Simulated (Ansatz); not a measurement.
A structure relaxed at PBE-D4/def2-SVP in Ansatz, charge 0, singlet:

```xyz
20

B     0.461   -1.933    1.677
B     0.572   -1.571   -0.305
B    -1.122   -1.962   -0.957
B     1.000   -0.363   -1.483
B     0.332    0.623    2.060
B    -1.258    0.312    1.178
B    -0.116    1.737    0.861
B     0.411    1.740   -1.517
B    -0.924   -0.615   -1.965
B    -1.779    1.452    0.098
P     2.077   -2.130    0.821
P     1.522   -0.684    2.707
P    -1.239   -1.594    0.931
P     2.206    1.101   -1.548
P     0.203   -3.166   -1.569
P     0.505   -1.394   -3.086
P     1.315    2.657   -0.109
P    -1.154    1.534    2.876
P    -1.620    3.023    1.145
P    -1.391    1.234   -1.815
```

Task: Give its formula.

Result: B₁₀P₁₀.

Task: Summarise the bond lengths by kind (pairs closer than 1.2 times the sum of covalent radii, bridged metal pairs left out).

Result: 24 × B–P 1.84 to 2.28 Å; 9 × B–B 1.65 to 2.00 Å; 4 × P–P 2.30 to 2.44 Å.
